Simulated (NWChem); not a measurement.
Program: NWChem. System: FISi, charge 1, spin multiplicity 2, at the geometry of a parent with another charge or spin, in a state set for the comparison that need not be this species' ground state. Its SCF solution wasn't tested for a lower state. Level: ROCCSD(T)/def2-SVPD with def2 effective core potentials on I, 10 core orbitals frozen.

NWChem printed:

```
             Northwest Computational Chemistry Package (NWChem) 7.3.0
             --------------------------------------------------------

                                NWChem Input Module
                                -------------------

 Scaling coordinates for geometry "geometry" by  1.889725989
 (inverse scale =  0.529177249)

 Turning off AUTOSYM since
 SYMMETRY directive was detected!

                             Geometry "geometry" -> ""
                             -------------------------

 Output coordinates in angstroms (scale by  1.889725989 to convert to a.u.)

  No.       Tag          Charge          X              Y              Z
 ---- ---------------- ---------- -------------- -------------- --------------
    1 Si                  14.0000    -1.20341200    -1.23568800     0.00000000
    2 F                    9.0000    -0.13988700    -2.49289200     0.00000000
    3 I                   53.0000     0.34163700     0.74973000     0.00000000

 Effective nuclear repulsion energy (a.u.)     273.5657315758

            Nuclear Dipole moment (a.u.)
            ----------------------------
        X                 Y               Z
 ---------------- ---------------- ----------------
     0.0000188973     0.0000566918     0.0000000000

      Symmetry information
      --------------------

 Group name             Cs
 Group number              2
 Group order               2
 No. of unique centers     3

      Symmetry unique atoms

     1    2    3


 Summary of "ao basis" -> "" (spherical)
 ------------------------------------------------------------------------------
       Tag                 Description            Shells   Functions and Types
 ---------------- ------------------------------  ------  ---------------------
 *                         def2-svpd                  on all atoms

 Summary of "ao basis" -> "ao basis" (spherical)
 ------------------------------------------------------------------------------
       Tag                 Description            Shells   Functions and Types
 ---------------- ------------------------------  ------  ---------------------
 Si                        def2-svpd                10       24   5s3p2d
 F                         def2-svpd                 9       23   4s3p2d
 I                         def2-svpd                13       35   5s5p3d

                                 NWChem SCF Module
                                 -----------------

  ao basis        = "ao basis"
  functions       =    82
  atoms           =     3
  closed shells   =    23
  open shells     =     1
  charge          =   1.00
  wavefunction    = ROHF
  use symmetry    = T
  symmetry adapt  = T

 Summary of "ao basis" -> "ao basis" (spherical)
 ------------------------------------------------------------------------------
       Tag                 Description            Shells   Functions and Types
 ---------------- ------------------------------  ------  ---------------------
 Si                        def2-svpd                10       24   5s3p2d
 F                         def2-svpd                 9       23   4s3p2d
 I                         def2-svpd                13       35   5s5p3d

      Symmetry analysis of basis
      --------------------------

        a'         57
        a"         25

 Forming initial guess at       0.0s

 Swapping ROHF orbitals    22   24

      Symmetry analysis of molecular orbitals - initial
      -------------------------------------------------

  Numbering of irreducible representations:

     1 a'          2 a"

  Orbital symmetries:

     1 a'          2 a'          3 a'          4 a'          5 a'
     6 a'          7 a"          8 a"          9 a'         10 a'
    11 a'         12 a'         13 a"         14 a'         15 a"
    16 a'         17 a'         18 a'         19 a'         20 a"
    21 a'         22 a"         23 a'         24 a'         25 a"
    26 a'         27 a'         28 a'         29 a"         30 a'
    31 a'         32 a"         33 a"         34 a'

 Starting SCF solution at       0.1s

 ----------------------------------------------
         Quadratically convergent ROHF

 Convergence threshold     :          1.000E-07
[...]
     2   1 1 0      8.464307     -7.061234    108.419231
     2   1 0 1      0.000000      0.000000      0.000000
     2   0 2 0    -26.020731     -7.249082    326.252147
     2   0 1 1      0.000000      0.000000      0.000000
     2   0 0 2    -29.139270     -1.463887      0.000000

                   NWChem Extensible Many-Electron Theory Module
                   ---------------------------------------------


            General Information
            -------------------
      Number of processors :     1
         Wavefunction type : Restricted open-shell Hartree-Fock
          No. of electrons :    47
           Alpha electrons :    24
            Beta electrons :    23
           No. of orbitals :   164
            Alpha orbitals :    82
             Beta orbitals :    82
        Alpha frozen cores :    10
         Beta frozen cores :    10
     Alpha frozen virtuals :     0
      Beta frozen virtuals :     0
         Spin multiplicity : doublet
    Number of AO functions :    82
       Number of AO shells :    32
        Use of symmetry is : on
      Symmetry adaption is : on
         Schwarz screening : 0.10D-09

          Correlation Information
          -----------------------
          Calculation type : Coupled-cluster singles & doubles w/ perturbation
   Perturbative correction : (T)
            Max iterations :      100
        Residual threshold : 0.10D-05
     T(0) DIIS level shift : 0.00D+00
     L(0) DIIS level shift : 0.00D+00
     T(1) DIIS level shift : 0.00D+00
     L(1) DIIS level shift : 0.00D+00
     T(R) DIIS level shift : 0.00D+00
     T(I) DIIS level shift : 0.00D+00
   CC-T/L Amplitude update :  5-th order DIIS
                I/O scheme : Global Array Library
        L-threshold :  0.10D-05
        EOM-threshold :  0.10D-05
 no EOMCCSD initial starts read in
 TCE RESTART OPTIONS
 SLICE:      F
 D4D5:       F
 quantumc:   F
 qrotation:  F
 pwtce:      F
 qducc:      F
 nacto:                         0
 nrotv:                         0
 nrot:                          0

            Memory Information
            ------------------
          Available GA space size is     249023352 doubles
          Available MA space size is     104846004 doubles

 Maximum block size supplied by input
 Maximum block size        24 doubles

 tile_dim =     20

 -------------------------------------------------
   1    alpha     a'     9 doubles       0       1
   2    alpha     a'     1 doubles       9       2
   3    alpha     a"     4 doubles      10       3
   4    beta      a'     9 doubles      14       4
   5    beta      a"     4 doubles      23       5
   6    alpha     a'    19 doubles      27       6
   7    alpha     a'    20 doubles      46       7
   8    alpha     a"    19 doubles      66       8
   9    beta      a'     1 doubles      85       9
  10    beta      a'    19 doubles      86      10
  11    beta      a'    20 doubles     105      11
  12    beta      a"    19 doubles     125      12

 Global array virtual files algorithm will be used

 Parallel file system coherency ......... OK

 4-electron integrals stored in orbital form

 v2    file size   =          3266842
 4-index algorithm nr.  13 is used
 imaxsize =       30
 imaxsize ichop =        0


CCSD iterations
 ---------------------------------------------------------
 Iter          Residuum       Correlation     Cpu    Wall
 ---------------------------------------------------------
    1   0.1511861064594  -0.3914708146159     0.8     0.8
    2   0.0391579168760  -0.3961234275184     0.9     0.9
    3   0.0267188781192  -0.4033661657829     0.9     0.9
    4   0.0167832468962  -0.4048639201577     0.9     0.9
    5   0.0305523072168  -0.4055089808682     1.0     1.0
    6   0.0067503426241  -0.4064993873744     0.8     0.8
    7   0.0114443488601  -0.4065259071731     0.8     0.8
    8   0.0050563652432  -0.4067058782552     0.8     0.8
    9   0.0135379098788  -0.4067115001377     0.8     0.8
   10   0.0080800729145  -0.4070420811316     0.9     0.9
   11   0.0025499231933  -0.4078391498047     0.9     0.9
   12   0.0048146702624  -0.4076973451288     0.9     0.9
   13   0.0022106286896  -0.4077275875340     0.9     0.9
   14   0.0057154574587  -0.4076769843617     1.0     1.0
   15   0.0039005176638  -0.4077686407997     0.8     0.8
   16   0.0010151758687  -0.4077738213398     0.8     0.8
   17   0.0020270637402  -0.4077647423048     0.8     0.8
   18   0.0009206903623  -0.4078301618232     0.8     0.8
   19   0.0024213224621  -0.4078168195468     0.9     0.9
   20   0.0015484274860  -0.4078835267636     0.9     0.9
   21   0.0003685148362  -0.4080340618134     0.9     0.9
   22   0.0005856690478  -0.4079963767630     0.9     0.9
   23   0.0002679334425  -0.4080011866084     0.9     0.9
   24   0.0006849396642  -0.4079936802280     0.8     0.8
   25   0.0004561514353  -0.4080036406419     0.8     0.8
   26   0.0001273000469  -0.4079998129754     0.8     0.8
   27   0.0002683011471  -0.4080003991348     0.8     0.8
   28   0.0001206905827  -0.4080088885709     0.9     0.9
   29   0.0003191204684  -0.4080067888095     0.9     0.9
   30   0.0002025551599  -0.4080156797907     1.0     1.0
   31   0.0000415679549  -0.4080322338200     0.9     0.9
   32   0.0000859246711  -0.4080302468707     0.9     0.9
   33   0.0001838800191  -0.4080306476516     0.9     0.9
   34   0.0005801117219  -0.4080299696183     0.8     0.8
   35   0.0018482716517  -0.4080306388518     0.8     0.8
   36   0.0000178646381  -0.4080299193610     0.8     0.8
   37   0.0000364644869  -0.4080305478506     0.8     0.8
   38   0.0000157754413  -0.4080313885040     0.9     0.9
   39   0.0000426921174  -0.4080313493369     0.7     0.7
   40   0.0000263724026  -0.4080323503903     0.6     0.6
   41   0.0000078911731  -0.4080344439676     0.6     0.6
   42   0.0000138109184  -0.4080342373056     0.6     0.6
   43   0.0000084361971  -0.4080342878410     0.6     0.6
   44   0.0000242835368  -0.4080341184226     0.6     0.6
   45   0.0000632215631  -0.4080343640638     0.6     0.6
   46   0.0000038172813  -0.4080341167468     0.6     0.6
   47   0.0000077712173  -0.4080342307521     0.6     0.6
   48   0.0000033580015  -0.4080344131722     0.6     0.6
   49   0.0000091045129  -0.4080343986689     0.6     0.6
   50   0.0000060961393  -0.4080346126382     0.6     0.6
   51   0.0000017880416  -0.4080350387846     0.6     0.6
   52   0.0000029886733  -0.4080349897304     0.6     0.6
   53   0.0000015875025  -0.4080350085500     0.6     0.6
   54   0.0000043791066  -0.4080349705044     0.6     0.6
   55   0.0000097488484  -0.4080350287687     0.6     0.6
   56   0.0000008741008  -0.4080349791320     0.6     0.6
 -----------------------------------------------------------------
 Iterations converged
 CCSD correlation energy / hartree =        -0.408034979131961
 CCSD total energy / hartree       =      -684.988207509478343

 Singles contributions
    24a'  (beta ) ---    23a'  (beta )        0.3454450135

 Doubles contributions
 CCSD(T)
 Using plain CCSD(T) code
             total no. of tasks          373
 total no. of tasks / no. procs          373
                         wl_min          144           2.3
                         wl_max      5832000          13.4
        thresh for no. of tasks          373

 CCSD[T]  correction energy / hartree =        -0.018311611583396
 CCSD[T] correlation energy / hartree =        -0.426346590715357
 CCSD[T] total energy / hartree       =      -685.006519121061729
 CCSD(T)  correction energy / hartree =        -0.014958641850850
 CCSD(T) correlation energy / hartree =        -0.422993620982811
 CCSD(T) total energy / hartree       =      -685.003166151329197

 Task  times  cpu:       84.8s     wall:       84.8s

 Total times  cpu:       84.8s     wall:       84.8s
```

### Question
Write an NWChem input that would produce this output.

### Answer
One answer among several that fit: 
```
start mol
memory heap 100 mb stack 700 mb global 1900 mb
charge 1
geometry units angstroms nocenter noautoz
  Si    -1.203412    -1.235688     0.000000
  F     -0.139887    -2.492892     0.000000
  I      0.341637     0.749730     0.000000
  symmetry group Cs
end
basis spherical
  * library def2-svpd
end
ecp
  I library def2-ecp
end
scf
  rohf
  nopen 1
  maxiter 100
  thresh 1e-7
  semidirect memsize 60000000 filesize 0
  # guess.movecs holds the orbitals of an unrestricted PBE0 run
  vectors input guess.movecs swap 22 24 output mol.movecs
end
tce
  freeze core 10
  ccsd(t)
  2eorb
  2emet 13
  thresh 1e-6
  maxiter 100
  tilesize 24
end
task tce energy
```
